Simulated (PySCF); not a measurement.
An excited-state job on `[I][Al]([I])[I]`.

Computed with TDDFT wB97X-D/def2-SVPD, vertical, gas phase, core orbitals frozen in the response, def2 core potentials past Kr (PySCF 2.14.0, density-fitted response routines). Geometry: PBE0-D3(BJ)/def2-SVP. The input is one job of a driver script: a line of settings, then coordinates in Å.

Command:
```bash
OMP_NUM_THREADS=1 python probes_run.py task.json out
```

Input:
```
{"job": {"kind": "uv", "xc": "wB97X-D", "basis": "def2-SVPD", "ip": true, "nstates": 15}, "charge": 0, "multiplicity": 1}
Al     0.022900    -0.023473    -0.007574
I      2.473987    -0.008208     0.012466
I     -1.215473     2.090444    -0.034326
I     -1.198123    -2.149203    -0.001025
```

Output:
```
coarse grid: 30432 points
cycle   1  E = -1132.4222344859  dE = -9.240e+01  |g| = 4.719e+00  |ddm| = 1.585e+01
cycle   2  E = -1134.6291536568  dE = -2.207e+00  |g| = 2.713e+00  |ddm| = 1.345e+01
cycle   3  E = -1135.7762323918  dE = -1.147e+00  |g| = 4.286e-01  |ddm| = 4.102e+00
cycle   4  E = -1135.8338458392  dE = -5.761e-02  |g| = 1.779e-01  |ddm| = 9.084e-01
cycle   5  E = -1135.8456808232  dE = -1.183e-02  |g| = 1.085e-02  |ddm| = 2.762e-01
cycle   6  E = -1135.8457582938  dE = -7.747e-05  |g| = 2.712e-03  |ddm| = 3.809e-02
cycle   7  E = -1135.8457649314  dE = -6.638e-06  |g| = 6.092e-04  |ddm| = 1.027e-02
final grid: 54024 points
cycle   8  E = -1135.8610436201  dE = -4.269e-06  |g| = 5.586e-04  |ddm| = 6.300e-03
cycle   9  E = -1135.8610437276  dE = -1.075e-07  |g| = 3.433e-04  |ddm| = 1.394e-03
cycle  10  E = -1135.8610437679  dE = -4.034e-08  |g| = 9.122e-05  |ddm| = 6.511e-04
cycle  11  E = -1135.8610437760  dE = -8.109e-09  |g| = 3.529e-05  |ddm| = 2.444e-04
cycle  12  E = -1135.8610437772  dE = -1.171e-09  |g| = 5.335e-06  |ddm| = 1.258e-04
cycle  13  E = -1135.8610437772  dE = -1.592e-11  |g| = 9.356e-07  |ddm| = 1.692e-05
converged SCF energy = -1135.8610437772

Static polarisability (au): isotropic 133.060, principal 99.786 149.571 149.823

Singlet excitations
state   eV       nm        f      main configurations
  1   4.8774    254.2   0.00000   H->L+1 0.98
  2   4.9059    252.7   0.00000   H->L 0.95
  3   5.2602    235.7   0.00000   H-1->L 0.83, H-2->L 0.11
  4   5.2622    235.6   0.00000   H-2->L 0.83, H-1->L 0.11
  5   5.3969    229.7   0.00000   H-3->L+1 0.97
  6   5.4010    229.6   0.00000   H-4->L+1 0.97
  7   5.4028    229.5   0.00066   H-3->L 0.52, H-1->L+1 0.41
  8   5.4068    229.3   0.00056   H-4->L 0.51, H-2->L+1 0.42
  9   5.6677    218.8   0.17230   H-1->L+1 0.48, H-3->L 0.38
 10   5.6744    218.5   0.17402   H-2->L+1 0.47, H-4->L 0.39
 11   5.9906    207.0   0.05421   H-5->L 0.91
 12   6.2700    197.7   0.00000   H-5->L+1 0.94
 13   6.8324    181.5   0.00000   H-6->L+1 0.96
 14   6.8400    181.3   0.00000   H-7->L+1 0.96
 15   6.9751    177.8   0.00001   H->L+2 0.81

Triplet excitations (Tamm-Dancoff, eV): 4.6087 4.7863 4.9978 4.9999
Vertical ionisation energy (delta-SCF) = 9.6746 eV
Vertical electron affinity (delta-SCF) = 0.4945 eV
```

The SCF starts on a coarse grid where the log names one; the energy can jump when the final grid takes over, and dE then counts from the start density on the new grid. H and L stand for HOMO and LUMO; the number after each pair is its weight.

Give the mean polarisability as a volume in Å³, and the ratio of the largest to the smallest principal value.

133.060 au × 0.148185 = 19.72 Å³; 149.823/99.786 = 1.50.

Give S1 in cm⁻¹ and kJ/mol.

4.8774 eV × 8065.54 = 39339 cm⁻¹; × 96.485 = 470.6 kJ/mol.

Main results: HOMO -9.45 eV, LUMO -0.42 eV; lowest singlet 4.88 eV; lowest triplet 4.61 eV (Tamm–Dancoff); mean polarisability 133.1 au.

Atoms past krypton carry effective core potentials; spin–orbit coupling is left out.

Hardware: one thread of an Arm Neoverse V1, shared host with 32 logical CPUs at a one-minute load of 14. Cost: 71 s (with the writing of density and orbital grids), 0.68 GiB resident at most.
Labels such as C1 count atoms from 1, the log's own numbers from 0.

wB97X-D is run here without its empirical dispersion term; that term would change no orbital, density or response property at a fixed geometry.
